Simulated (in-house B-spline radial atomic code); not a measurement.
A radial electron density 4πr²n(r) was computed for an atom or ion in its tabulated ground configuration with an all-electron radial atomic-structure program (B-spline basis); method: Dirac-Kohn-Sham PBE0, spherical fractional occupations, exact exchange averaged over the configuration. Columns: r (bohr), 4πr²n(r) (electrons per bohr), bar.

```
 0.00261   0.5917 #
 0.00311    0.818 #
  0.0037    1.123 ##
 0.00442    1.546 ##
 0.00526      2.1 ###
 0.00627    2.841 ####
 0.00748    3.816 ######
 0.00891    5.062 ########
  0.0106    6.622 ##########
  0.0127    8.629 ##############
  0.0151    10.93 #################
   0.018    13.62 ######################
  0.0214    16.52 ##########################
  0.0256    19.61 ###############################
  0.0305    22.42 ###################################
  0.0363    24.66 #######################################
  0.0433    25.99 #########################################
  0.0516     26.1 #########################################
  0.0615    24.97 ########################################
  0.0733    22.96 ####################################
  0.0874    20.83 #################################
   0.104     19.6 ###############################
   0.124    20.05 ################################
   0.148    22.34 ###################################
   0.176    25.47 ########################################
    0.21     27.8 ############################################
   0.251    27.44 ###########################################
   0.299    23.71 ######################################
   0.356    17.68 ############################
   0.424    11.69 ###################
   0.506    7.981 #############
   0.603    7.316 ############
   0.719    8.327 #############
   0.857    8.858 ##############
    1.02    7.704 ############
    1.22    5.187 ########
    1.45     2.72 ####
    1.73    1.051 ##
    2.06   0.2963 
    2.46  0.05559 
    2.93 0.006798 
    3.49 0.0004934
```

Q: Which atom or ion is it?
A. Ti5+
B. V5+
C. Ti6+
D. Ti4+

A: A. The area under the curve, ∫4πr²n dr = ∫r·4πr²n d(ln r) on this logarithmic grid, is 17 electrons, which only this option has. The configuration is [Ne] 3s2 3p5.
